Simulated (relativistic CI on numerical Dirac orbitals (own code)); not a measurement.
# W⁶⁺: N6,7 absorption edge

Computed with this model: Dirac-Coulomb-Breit CI, KLI orbitals optimised for each configuration, a model potential for QED, valence Slater integrals scaled by 0.9, multiplet model of core-to-valence dipole absorption; configurations [Xe] 4f14 → [Xe] 4f13 5d; 300 K; Lorentzian 0.3 eV and Gaussian 0.3 eV FWHM. Energies are those of the free ion, without screening or charge transfer. The branching ratio is the share of the lower-energy edge in the whole absorption, uncertain by about 0.02 where the edges overlap. S is read from ⟨S²⟩ = S(S + 1).

Field parameters in Wybourne normalisation: D3d B²₀ = −7Dσ, B⁴₀ = −14Dq − 21Dτ, B⁴₃ = −14√(10/7) Dq. The field is a parameter set, without covalency.

free ion: ground-state S = 0.00, centroid 41.61 eV. Peaks (eV, height): 41.7 (100).

D3d, 10Dq = 44250, Dσ = 800, Dτ = -250 cm⁻¹: ground-state S = 0.00, centroid 41.61 eV. Peaks (eV, height): 36.0 (13), 38.7 (84), 42.1 (59), 44.3 (100).

D3d, 10Dq = 37000, Dσ = -990, Dτ = 50 cm⁻¹: ground-state S = 0.00, centroid 41.61 eV. Peaks (eV, height): 36.2 (10), 38.9 (64), 41.7 (62), 43.9 (100).

D3d, 10Dq = 33050, Dσ = 280, Dτ = -250 cm⁻¹: ground-state S = 0.00, centroid 41.61 eV. Peaks (eV, height): 36.5 (10), 39.1 (54), 41.5 (67), 43.5 (100).

Strongest unbroadened transitions for D3d, 10Dq = 33050, Dσ = 280, Dτ = -250 cm⁻¹:

```tsv
Energy (eV)	Relative strength
36.48	18.6
37.76	4.0
39.08	74.3
39.11	39.3
39.19	4.1
39.84	5.1
41.04	6.3
41.35	10.2
41.45	84.2
41.46	47.8
41.63	4.5
42.93	13.5
42.96	25.4
43.41	17.9
43.44	32.0
43.45	36.4
43.57	100.0
43.58	43.0
```
